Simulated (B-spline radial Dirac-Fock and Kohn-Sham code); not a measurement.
## Muonic X-ray lines of ¹⁴⁷Tb

Nucleus: ¹⁴⁷Tb, Fermi distribution (skin thickness 2.3 fm), rms radius 4.9201 fm (measured, Angeli and Marinova 2013).

Input file task.json (cfg lists n, l and occupation; rrms is the nuclear radius in fm):

```json
{"items": [{
  "Z": 65,
  "q": 0,
  "cfg": [[1, 0, 2], [2, 0, 2], [2, 1, 6], [3, 0, 2], [3, 1, 6], [3, 2, 10], [4, 0, 2], [4, 1, 6], [4, 2, 10], [4, 3, 9], [5, 0, 2], [5, 1, 6], [6, 0, 2]],
  "A": 147,
  "rrms": 4.9201,
  "do": "muonic",
  "nuclei": [[147, 146.924055, 4.9201, "measured", "fermi"]]
}]}
```

Command: `python xray2_run.py task.json out`

The computed values come from a radial B-spline solver: the Dirac equation of a negative muon with reduced mass in the field of a spherical finite nucleus, with the Uehling potential to all orders; nuclear polarisation, deformation, hyperfine structure, self-energy, higher-order vacuum polarisation, relativistic recoil and electron screening are left out. For strongly deformed nuclei the low levels mix with nuclear rotations, which this model lacks.

```csv
transition,energy (keV),"point nucleus, no QED (keV)"
2p3/2 → 1s1/2,4850,9620
2p1/2 → 1s1/2,4744,9426
3p3/2 → 1s1/2,6492,11290
3d5/2 → 2p3/2,1639,1684
3d3/2 → 2p1/2,1727,1862
4f7/2 → 3d5/2,586.3,583.1
4f5/2 → 3d3/2,599.8,596.7
5g9/2 → 4f7/2,269.9,268.8
6h11/2 → 5g9/2,146.2,145.7
```

The 2p fine-structure splitting is 105.5 keV, and 2s lies 627.4 keV above 2p1/2.
